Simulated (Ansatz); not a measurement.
Al8P8H22, a nanocrystal cut from wurtzite AlP (hydrogen-capped). Charge 0, multiplicity 1. Geometry r2SCAN-D4/def2-SVP; atoms count from 1.

```xyz
38

Al   -1.235    3.246    2.970
P     1.171    2.710    3.057
P    -1.862    1.479    1.429
Al   -0.901    1.777   -0.745
Al    2.132    0.853    1.847
P     1.438    1.240   -0.414
P    -1.676    0.049   -2.210
Al   -0.855    0.317   -4.478
Al    2.315   -0.555   -1.737
P     1.529   -0.049   -3.965
Al   -1.560   -0.656    2.446
P     0.805   -1.037    2.436
P    -2.375   -2.167    0.731
Al   -1.360   -2.197   -1.474
Al    1.426   -3.099    1.290
P     0.980   -2.387   -0.999
H    -1.357    4.670    2.269
H    -1.806    2.924    4.422
H     1.935    3.858    2.716
H     1.584    2.581    4.410
H    -3.267    1.623    1.245
H    -1.088    3.241   -1.330
H     3.698    0.717    2.060
H     2.161    2.394   -0.831
H    -3.086    0.231   -2.298
H    -0.991    1.832   -4.948
H    -1.305   -0.927   -5.366
H     3.888   -0.746   -1.661
H     2.298    1.053   -4.427
H     2.058   -1.046   -4.828
H    -2.286   -0.892    3.836
H     1.111   -1.284    3.804
H    -3.756   -1.883    0.549
H    -2.481   -3.486    1.244
H    -1.969   -3.340   -2.389
H     2.982   -3.374    1.478
H     0.309   -4.184    1.660
H     1.397   -3.487   -1.801
```

Single mean-field runs in def2-TZVP are fitted with def2-universal-jkfit.

(1) Estimate the Mulliken populations of the heavy atoms from the PBE0/def2-TZVP orbitals of Ansatz.

(2) And the Mayer bond orders between bonded heavy atoms (over 0.3)?

## Answers

(1) 
```
atom  charge (e)
 Al1        0.24
  P2       -0.23
  P3       -0.34
 Al4        0.30
 Al5        0.29
  P6       -0.33
  P7       -0.34
 Al8        0.24
 Al9        0.29
 P10       -0.23
Al11        0.31
 P12       -0.34
 P13       -0.23
Al14        0.31
Al15        0.23
 P16       -0.34
```
Mulliken values and Mayer orders depend strongly on the basis.

(2) Al1–P2 0.66 (2.47 Å); Al1–P3 0.74 (2.43 Å); P2–Al5 0.77 (2.42 Å); P3–Al4 0.80 (2.40 Å); P3–Al11 0.82 (2.38 Å); Al4–P6 0.76 (2.42 Å); Al4–P7 0.80 (2.40 Å); Al5–P6 0.79 (2.40 Å); Al5–P12 0.82 (2.38 Å); P6–Al9 0.79 (2.40 Å); P7–Al8 0.74 (2.43 Å); P7–Al14 0.82 (2.38 Å); Al8–P10 0.66 (2.47 Å); Al9–P10 0.77 (2.42 Å); Al9–P16 0.82 (2.38 Å); Al11–P12 0.81 (2.39 Å); Al11–P13 0.73 (2.43 Å); P12–Al15 0.71 (2.44 Å); P13–Al14 0.73 (2.43 Å); Al14–P16 0.81 (2.39 Å); Al15–P16 0.71 (2.44 Å).
